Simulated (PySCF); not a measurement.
Bi(SH)3 at several levels of theory

Computed with PySCF 2.14.0 (density fitting, no spin-orbit coupling) at the geometry relaxed with PBE0:

```xyz
7
Bi(SH)3 (singlet)
Bi    0.0000    0.0000   -0.3083
S     2.1750   -0.3135    1.0005
H     1.8373    0.6880    1.8445
S    -0.8160    2.0403    1.0005
H    -1.5145    1.2471    1.8445
S    -1.3590   -1.7268    1.0005
H    -0.3228   -1.9352    1.8445
```

```tsv
level	basis	state	HOMO (eV)	gap (eV)	charge on Bi1 (e)	dipole about the centre of mass (D)	largest force component (eV/Å)
PBE0	Bi def2-SVP with ECP60, S def2-SVP, H def2-SVP	singlet	-7.04	5.32	0.62	1.37	0.00
PBE0	Bi def2-TZVP with ECP60, S def2-TZVP, H def2-TZVP	singlet	-7.17	5.24	0.71	1.56	0.56
```

Charges are Mulliken's, which hang on the basis. The relaxation used the grid (50, 194), these runs (75, 302) or, all-electron (x2c bases, spin-free X2C Hamiltonian), (99, 590).

Q: A further run in the first row's basis gives HOMO (eV) -9.48, gap (eV) 10.93, charge on Bi1 (e) 0.80, dipole about the centre of mass (D) 1.66, largest force component (eV/Å) 0.49. Which level was it?
A. HF
B. revPBE

A: A. The others give HOMO -5.82 eV (revPBE).

In the first row's basis the gap widens with exact exchange: 3.5 eV for revPBE (none); 5.3 eV for PBE0 (a fixed share); 10.9 eV for Hartree–Fock (rising or full at long range).
